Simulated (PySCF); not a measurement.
A GIAO shielding run with PySCF 2.14 (density fitting, non-relativistic, gas phase) on `InChI=1S/C4H12SSi2/c1-2-3-4-7-5-6/h3-4H,2,7H2,1,6H3/b4-3-`:

```
$ OMP_NUM_THREADS=1 python probes_run.py task.json out

{"job": {"kind": "nmr", "xc": "PBE0", "basis": "pcSseg-1"}, "charge": 0, "multiplicity": 1}
C     -3.175750     0.130493    -0.718402
C     -2.065566    -0.726837    -0.107999
C     -1.224987     0.092000     0.812697
C      0.026472     0.469974     0.579472
Si     1.029001     0.049420    -0.950665
S      2.938294     1.049451    -0.795543
Si     3.898948     0.109477     0.865946
H     -3.805138     0.554156     0.061194
H     -2.742977     0.946446    -1.292606
H     -3.798619    -0.468404    -1.377959
H     -2.519313    -1.549800     0.451034
H     -1.448247    -1.146450    -0.902980
H     -1.728188     0.408278     1.720540
H      0.513175     1.094095     1.320868
H      0.497628     0.603194    -2.189927
H      1.292207    -1.385367    -1.076643
H      3.095838     0.304050     2.069173
H      5.178799     0.790065     0.942741
H      4.028622    -1.314990     0.581597
```

Hardware: 1 thread of an Arm Neoverse V1, shared host. The job also computes population analyses, field gradients.

(1) How large is the calculation?

(2) How long does it take, and how much memory does it need?

## Answers

(1) 80 electrons, 200 basis functions and 1107 auxiliary functions.

(2) 37 s of wall time, with 12 SCF cycles and 5 response iterations; peak memory 0.84 GiB. Times on a shared host scatter by some tens of per cent.
